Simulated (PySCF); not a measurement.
Ar³⁺ (argon, charge +3) across methods

[Ne] 3s2 3p3, high-spin 4S determinant. All numbers are calculated (PySCF 2.14, no relativity, point nucleus, in dyall-av2z (13s9p2d, 50 functions)).

| method | E (hartree) | mean ε 3s α (eV) | mean ε 3s β (eV) | mean ε 3p α (eV) | Σ⟨r²⟩ (bohr²) | ⟨S²⟩ |
| --- | --- | --- | --- | --- | --- | --- |
| TPSS | -524.4613 | -67.717 | -62.313 | -51.858 | 12.06 | 3.750 |
| r2SCANh | -524.4077 | -69.808 | -63.022 | -53.108 | 12.06 | 3.750 |
| r2SCAN | -524.4071 | -68.644 | -62.367 | -52.357 | 12.06 | 3.750 |
| PBEsol | -523.5053 | -66.891 | -62.225 | -51.494 | 12.07 | 3.750 |
| B97-3 | -524.3748 | -70.476 | -64.345 | -53.590 | 12.04 | 3.751 |
| PBE0 | -524.2817 | -70.481 | -64.057 | -53.714 | 12.07 | 3.750 |
| PBE | -524.2401 | -67.055 | -62.345 | -51.593 | 12.07 | 3.750 |
| UHF | -523.84827 | -79.827 | -67.403 | -59.181 | 12.14 | 3.751 |

Estimate the same row for LDA.

E (hartree) = -522.8167; mean ε 3s α (eV) = -66.764; mean ε 3s β (eV) = -62.586; mean ε 3p α (eV) = -51.492; Σ⟨r²⟩ (bohr²) = 12.09; ⟨S²⟩ = 3.750.
